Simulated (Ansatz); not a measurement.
`O[B](F)[GeH3]` + H–F → `OB(F)F` + GeH₄ at 298.15 K and 1 bar (cleavage of the B–Ge bond).

Isolated molecules relaxed with PBE0-D4/def2-TZVP in Ansatz; ΔE leaves out vibrations. CBS: MP2 limit from def2 TZ/QZ plus the TZ coupled-cluster correction, frozen cores. This one scheme is used for every species. For Ge outer-core shells are correlated without core-valence functions, which leaves a few kJ/mol of doubt a bond. Scalar relativity is left out up to krypton. One conformer a species, not always the lowest.

| species | CCSD(T)/CBS energy (Eh) | H − E (kJ/mol) | S (J/(mol·K)) |
| --- | --- | --- | --- |
| `O[B](F)[GeH3]` | -2278.38102 | 136.5 | 328.9 |
| H–F | -100.39570 | 33.5 | 173.6 |
| `OB(F)F` | -300.33752 | 77.6 | 272.4 |
| GeH₄ | -2078.49493 | 88.5 | 217.3 |

H − E and S are ideal-gas, rigid-rotor, harmonic terms from PBE0-D4/def2-TZVP, for one conformer and one mirror image of each species. 1 Eh = 2625.50 kJ/mol, R = 8.31446 J/(mol·K).

By hand: ΔE, ΔH, ΔS and ΔG.

ΔE = (-300.33752) + (-2078.49493) − (-2278.38102) − (-100.39570) = -0.05573 Eh = -146.3 kJ/mol. Δ(H − E) = 77.6 + 88.5 − 136.5 − 33.5 = -3.9, so ΔH = -150.2 kJ/mol. ΔS = 272.4 + 217.3 − 328.9 − 173.6 = -12.8 J/(mol·K). ΔG = -150.2 − 298.15 × (-12.8)/1000 = -146.4 kJ/mol.

By hand: the equilibrium constant, and the temperature at which ΔG would vanish if ΔH and ΔS stayed fixed.

log₁₀ K = −ΔG/(RT ln 10) = 25.6. ΔG = 0 at ΔH/ΔS = 11734 K, far beyond where these terms or the molecules hold.

The number of gas molecules stays the same, so ΔS is small and ΔH decides. A doubt of 5 kJ/mol in ΔE shifts log₁₀ K by 0.9 here. Other conformers and mirror images would add mixing entropy, several J/(mol·K) or more a flexible species. These are equilibria of isolated gas molecules and say nothing of rates. Largest T1 diagnostic: 0.013 (customary marks: 0.02 for closed shells, 0.045 for open ones).
